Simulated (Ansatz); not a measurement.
ClH5OSSi2 can be A, `O[SiH2][SiH](S)Cl`, or B, `O[SiH2]S[SiH2]Cl`.

Program: Ansatz. Geometries: PBE0-D4/def2-TZVP. ΔE: electronic, gas phase. CCSD(T)/CBS is the MP2 limit (def2-TZVPP, def2-QZVPP) plus CCSD(T) − MP2 in def2-TZVPP, frozen cores. DFT in def2-TZVPP. B3LYP here is the variant with VWN-RPA as its local correlation; programs differ in this. One conformer a species, not always the lowest.

Q: Which is lower in electronic energy at CCSD(T)/CBS, and by how much? (Estimate.)

A: Ansatz gave: B, by 81.2 kJ/mol.

Q: Give E(B) − E(A) in kJ/mol with r2SCAN-D4, MP2/def2-TZVPP, B3LYP, B2PLYP, CCSD(T)/def2-TZVPP, CCSD/def2-TZVPP, HF/def2-TZVPP. (An estimate is asked.)

A: Ansatz gave: r2SCAN-D4 -78.2, MP2/def2-TZVPP -89.3, B3LYP -73.3, B2PLYP -79.7, CCSD(T)/def2-TZVPP -79.7, CCSD/def2-TZVPP -79.7, HF/def2-TZVPP -86.0. None reverses the order clearly.

Largest T1 diagnostic: 0.012.

From PBE to PBE0 (25 % exact exchange), in def2-TZVPP and without D4, E(B) − E(A) moves by −6.2 kJ/mol.
